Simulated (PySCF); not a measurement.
# Relaxation of triplet ZrCl2

Level of theory: UPBE0/[Zr def2-TZVP with ECP28, Cl def2-TZVP], scalar-relativistic core potentials, density fitting, no spin–orbit coupling, PySCF. A (50,194) grid was used.

A hand-made linear start, of D∞h symmetry, held to at least that symmetry:

Coordinates in bohr (charge 0 multiplicity 3):
```
Zr    0.0000    0.0000    0.0000
Cl    0.0000    0.0000    4.7810
Cl    0.0000    0.0000   -4.7810
```

Optimiser trace:
```tsv
step	E − E(last) (kJ/mol)	largest gradient (Eh/bohr)
0	33.79	0.03599
1	6.52	0.01798
2	0.86	0.00747
3	0.02	0.00107
4	0.00	0.00005
```

It ends at D∞h with Zr–Cl 2.361 Å (×2); Cl–Zr–Cl 180.0°. A frequency run shows 2 imaginary modes (one degenerate set), down to 43i cm⁻¹, so it is a higher-order saddle point. Other isomers or separated fragments may lie lower.

Other spin states or occupations of the open shell can lie lower.
